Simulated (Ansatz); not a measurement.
Steps of a relaxation of C2H7BS (`BCCS`) with RKS PBE-D4/def2-SVP.

```sh
$ ansatz run in.yaml --threads 2 --pin off --events-out ev --progress --plain --max-ram 4352MiB
```

```yaml
crystal:
  periodic: [false, false, false]
  atoms:
    - {symbol: B, position_ang: [-0.711900, 1.526500, 0.124100]}
    - {symbol: C, position_ang: [-0.076700, 0.281600, -0.530200]}
    - {symbol: C, position_ang: [0.479700, -0.629900, 0.531300]}
    - {symbol: S, position_ang: [1.379900, -2.067400, -0.226100]}
    - {symbol: H, position_ang: [-1.258500, 2.372000, -0.607200]}
    - {symbol: H, position_ang: [-0.778200, 1.746600, 1.282300]}
    - {symbol: H, position_ang: [0.760200, 0.622700, -1.211200]}
    - {symbol: H, position_ang: [-0.799500, -0.248400, -1.123900]}
    - {symbol: H, position_ang: [1.283500, -0.068300, 1.177800]}
    - {symbol: H, position_ang: [-0.285200, -0.982500, 1.255800]}
    - {symbol: H, position_ang: [0.072100, -2.609700, -0.652000]}
basis:
  gaussian: {orbitals: def2-SVP}
hamiltonian: {xc: pbe, dispersion: d4}
relax: {f_tol: 0.03, max_steps: 200}
```

Positions (Å) and forces (eV/Å) along the path, 7 of 7 steps:

```xyz
11
step=1 energy=-13684.2124 eV
B    -0.712    1.526    0.124   -0.949    1.028   -1.551
C    -0.077    0.282   -0.530    1.179    0.837    1.138
C     0.480   -0.630    0.531    2.044    0.227    0.992
S     1.380   -2.067   -0.226   -2.292   -0.791   -0.198
H    -1.258    2.372   -0.607    0.256   -0.258    0.251
H    -0.778    1.747    1.282    0.148    0.010    0.953
H     0.760    0.623   -1.211   -0.544   -0.169    0.073
H    -0.799   -0.248   -1.124   -0.830   -0.440   -1.003
H     1.284   -0.068    1.178   -1.114   -0.833   -0.914
H    -0.285   -0.983    1.256    0.053   -0.066   -0.114
H     0.072   -2.610   -0.652    2.049    0.454    0.373
11
step=2 energy=-13684.5725 eV
B    -0.785    1.593    0.102    0.147    0.385   -0.340
C    -0.089    0.321   -0.476    0.342    0.083    0.265
C     0.517   -0.651    0.532    0.257   -0.149    0.383
S     1.334   -2.159   -0.186   -0.647   -0.069   -0.205
H    -1.269    2.440   -0.647    0.014   -0.271    0.079
H    -0.790    1.837    1.285   -0.076   -0.012    0.282
H     0.708    0.675   -1.180   -0.177   -0.010   -0.055
H    -0.808   -0.203   -1.128   -0.233   -0.128   -0.351
H     1.309   -0.141    1.155   -0.275   -0.363   -0.410
H    -0.240   -1.002    1.264   -0.041    0.041   -0.018
H     0.177   -2.766   -0.701    0.688    0.493    0.369
11
step=3 energy=-13684.6195 eV
B    -0.744    1.629    0.097   -0.263   -0.206    0.092
C    -0.092    0.322   -0.465    0.101    0.006    0.027
C     0.504   -0.668    0.539    0.008   -0.161   -0.048
S     1.347   -2.153   -0.180   -0.089    0.193    0.036
H    -1.277    2.425   -0.662    0.126   -0.021    0.001
H    -0.797    1.850    1.298    0.085    0.065   -0.064
H     0.688    0.654   -1.194    0.015   -0.032   -0.057
H    -0.836   -0.181   -1.132    0.004    0.063    0.027
H     1.304   -0.191    1.136    0.058    0.076    0.036
H    -0.253   -1.015    1.271   -0.029    0.019   -0.030
H     0.222   -2.729   -0.689   -0.016   -0.001   -0.020
11
step=4 energy=-13684.6210 eV
B    -0.747    1.611    0.100    0.157   -0.316   -0.106
C    -0.097    0.306   -0.450    0.031   -0.078   -0.035
C     0.503   -0.672    0.557   -0.146    0.043    0.082
S     1.343   -2.140   -0.146   -0.003   -0.072   -0.126
H    -1.256    2.371   -0.682   -0.156    0.270   -0.161
H    -0.741    1.865    1.278   -0.039    0.149    0.311
H     0.665    0.624   -1.203    0.024   -0.011   -0.034
H    -0.863   -0.194   -1.094    0.015   -0.013   -0.006
H     1.287   -0.176    1.163    0.047    0.019    0.021
H    -0.270   -1.014    1.276    0.001    0.011    0.028
H     0.240   -2.639   -0.780    0.069   -0.002    0.026
11
step=5 energy=-13684.6180 eV rejected
B    -0.744    1.622    0.099    0.103   -0.231   -0.116
C    -0.095    0.297   -0.450   -0.322    0.410    0.200
C     0.489   -0.682    0.567    0.155    0.075   -0.247
S     1.365   -2.097   -0.221    0.020   -0.082    0.205
H    -1.245    2.409   -0.688    0.015   -0.006    0.024
H    -0.758    1.893    1.289   -0.003    0.007   -0.019
H     0.670    0.610   -1.206    0.011   -0.062    0.058
H    -0.865   -0.196   -1.093    0.015   -0.015    0.001
H     1.276   -0.185    1.171   -0.009   -0.026    0.019
H    -0.279   -1.040    1.284    0.053   -0.047   -0.072
H     0.250   -2.689   -0.730   -0.038   -0.022   -0.054
11
step=6 energy=-13684.6301 eV
B    -0.740    1.621    0.096    0.014   -0.042   -0.014
C    -0.111    0.298   -0.445    0.051   -0.021    0.007
C     0.492   -0.676    0.566   -0.005   -0.044    0.022
S     1.361   -2.124   -0.163   -0.009    0.014   -0.001
H    -1.234    2.408   -0.691   -0.010    0.022   -0.001
H    -0.748    1.895    1.284   -0.004    0.021    0.006
H     0.653    0.584   -1.210   -0.030    0.018   -0.004
H    -0.886   -0.208   -1.072   -0.011    0.015   -0.012
H     1.277   -0.179    1.171    0.004    0.017   -0.001
H    -0.273   -1.031    1.287   -0.003   -0.002   -0.009
H     0.275   -2.644   -0.803    0.002    0.002    0.007
11
step=7 energy=-13684.6305 eV
B    -0.740    1.621    0.096    0.016   -0.020   -0.005
C    -0.111    0.298   -0.445    0.002   -0.007    0.011
C     0.491   -0.678    0.565    0.002   -0.010    0.002
S     1.364   -2.123   -0.165    0.000    0.005    0.002
H    -1.233    2.410   -0.690   -0.005    0.005   -0.001
H    -0.747    1.899    1.284   -0.003    0.008    0.001
H     0.650    0.588   -1.211   -0.006    0.008   -0.003
H    -0.888   -0.204   -1.073   -0.002    0.006   -0.004
H     1.275   -0.180    1.172    0.000    0.006    0.002
H    -0.274   -1.037    1.283   -0.001    0.001   -0.005
H     0.276   -2.650   -0.796   -0.002   -0.003   -0.001
```

Run time 13 s (2 threads of an Arm Neoverse V1 on a shared host); peak host memory 0.13 GiB.
